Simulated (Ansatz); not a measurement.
Basis-set series for `N[SiH]1OC1=O`. Total charge 0; spin multiplicity 1. All single points use the PBE0-D4/def2-TZVP geometry. It is one conformer, not always the lowest.

```tsv
functional	basis	functions	energy (Eh)	HOMO (eV)	LUMO (eV)
PBE0-D4	def2-SVP	89	-533.96191	-6.91	-0.31
PBE0-D4	def2-TZVPP	208	-534.36608	-7.08	-0.69
ωB97M-V	def2-SVP	89	-534.25124	-9.13	1.94
ωB97M-V	def2-TZVPP	208	-534.66302	-9.33	1.29
```

Problem. Give the rows for def2-QZVPP. (An estimate is asked.)

Solution. The calculation gave: 
```csv
functional,basis,functions,energy (Eh),HOMO (eV),LUMO (eV)
PBE0-D4,def2-QZVPP,388,-534.39000,-7.13,-0.80
ωB97M-V,def2-QZVPP,388,-534.68534,-9.39,1.01
```

Positive LUMOs are unbound and depend on the basis.

All numbers were calculated with Ansatz.
